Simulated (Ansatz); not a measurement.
Cu₂Se⁺ (the lowest doublet isomer of a short search) was relaxed with r2SCAN-D4 (def2-TZVP) in Ansatz in these states: charge +1 doublet, charge +1 quartet. The geometries follow in no particular order.

A:

| atom | x (Å) | y (Å) | z (Å) |
| --- | --- | --- | --- |
| Cu1 | 0.706 | 1.280 | -0.125 |
| Cu2 | -0.122 | -0.964 | 1.100 |
| Se3 | -0.584 | -0.316 | -0.974 |

B:

```
atom    x (Å)    y (Å)    z (Å)
 Cu1   0.7367  -0.5025   1.0058
 Cu2   0.6525   0.6462  -0.9816
 Se3  -1.3892  -0.1437  -0.0242
```

Problem. Judge from the bond lengths which geometry belongs to which state (an estimate).

Solution. A is the charge +1 doublet (Cu1–Cu2 2.688 Å, Cu2–Se3 2.221 Å, Cu1–Se3 2.221 Å); B is the charge +1 quartet (Cu1–Cu2 2.297 Å, Cu2–Se3 2.389 Å, Cu1–Se3 2.389 Å).

At PBE0-D4/def2-TZVP a doublet lies 2.41 eV below the charge +1 quartet. These are the stationary points nearest to one start from a short search; other shapes may lie lower in each state.
